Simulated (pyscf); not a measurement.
**Four-centre exchange: silanol (HO–SiH₃) + silanol (HO–SiH₃) -> silanol (HO–SiH₃) + silanol (HO–SiH₃)**

Gas phase, singlet surface, charge 0. Bonds broken: O1–Si8, Si2–O7. Bonds formed: O1–Si2, O7–Si8. Single points on ωB97X-D3(BJ)/def2-SVP structures (PySCF, gas phase).

Transition state (Å):

```xyz
12

O     -0.8915    -0.8819     1.3572
Si    -2.2059    -0.9287     0.0682
H     -0.6605    -1.6338     1.9175
H     -1.7312    -1.1693    -1.3204
H     -2.5333    -2.3387     0.5327
H     -3.5693    -0.3187     0.1909
O     -1.4466     0.8283     0.1233
Si    -0.1796     0.8045     1.5587
H     -2.0240     1.5923     0.0200
H     -0.8823     1.9793     2.1687
H      0.9570     1.1315     0.6571
H      0.5427     0.2912     2.7940
```

One imaginary mode, 76i cm⁻¹; descent along it reached the two sides named.

| bond | change | reactant side (Å) | saddle | product side |
|---|---|---|---|---|
| O1–Si8 | breaks | 1.690 | 1.842 | 2.6 |
| Si2–O7 | breaks | 1.690 | 1.915 | 2.6 |
| O1–Si2 | forms | 2.6 | 1.842 | 1.690 |
| O7–Si8 | forms | 2.6 | 1.915 | 1.690 |

Electronic energies relative to the separated reactants (kcal/mol):

```json
[
 {"level": "ωB97X-D3(BJ)/def2-TZVP", "barrier": "12.1", "reaction energy": "0.0", "reverse barrier": "12.1"},
 {"level": "PBE/def2-TZVP", "barrier": "14.8", "reaction energy": "0.0", "reverse barrier": "14.8"},
 {"level": "r²SCAN/def2-TZVP", "barrier": "13.5", "reaction energy": "0.0", "reverse barrier": "13.5"},
 {"level": "B3LYP-D3(BJ)/def2-TZVP", "barrier": "15.8", "reaction energy": "0.0", "reverse barrier": "15.8"},
 {"level": "PBE0-D3(BJ)/def2-TZVP", "barrier": "12.6", "reaction energy": "0.0", "reverse barrier": "12.6"},
 {"level": "M06-2X/def2-TZVP", "barrier": "13.7", "reaction energy": "0.0", "reverse barrier": "13.7"},
 {"level": "ωB97M-D3(BJ)/def2-TZVP", "barrier": "13.7", "reaction energy": "0.0", "reverse barrier": "13.7"},
 {"level": "HF/def2-TZVP", "barrier": "29.7", "reaction energy": "0.0", "reverse barrier": "29.7"}
]
```

With ωB97M-D3(BJ)/def2-TZVP energies and thermal terms (ideal gas, 1 atm, RRHO with modes under 100 cm⁻¹ raised to 100, one conformer, R ln 2 for chiral ones without a mode under 150 cm⁻¹), in kcal/mol:

| T (K) | ΔH‡ | ΔG‡ | ΔH | ΔG |
|---|---|---|---|---|
| 298 | 15.3 | 28.4 | 0.0 | 0.0 |
| 600 | 15.3 | 41.8 | 0.0 | 0.0 |
| 900 | 15.6 | 55.0 | 0.0 | 0.0 |
| 1200 | 16.1 | 68.1 | 0.0 | 0.0 |

This is the saddle that the search found; another between the same sides may lie lower.
